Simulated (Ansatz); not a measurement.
```xyz
5

O     0.497   -0.996   -1.296
Ge   -0.035    0.031    0.076
H     0.623   -0.461    1.374
H    -1.568    0.006    0.177
H     0.483    1.420   -0.331
```

Charge 0, multiplicity 2.

Task: List the CAM-B3LYP/def2-TZVPP orbital energies in eV (the Gaussian-basis code of Ansatz). (An estimate is asked.)

Result: The calculation gave: α occupied: -10852.79, -1357.02, -1207.98, -1207.96, -1207.95, -523.83, -171.87, -122.20, -122.14, -122.12, -35.90, -35.75, -35.71, -35.66, -35.65, -28.49, -17.47, -13.49, -12.33, -12.20, -11.23, -10.39. α empty: 1.04, 1.75, 2.53, 2.73, 5.92, 5.95, 6.44, 6.90. β occupied: -10852.79, -1357.01, -1207.97, -1207.96, -1207.95, -523.16, -171.87, -122.20, -122.14, -122.12, -35.87, -35.73, -35.72, -35.66, -35.65, -26.56, -17.27, -12.11, -11.78, -11.55, -9.86. β empty: -2.97, 1.13, 1.85, 2.75, 2.76, 5.96, 5.96, 6.55. ⟨S²⟩ = 0.754.
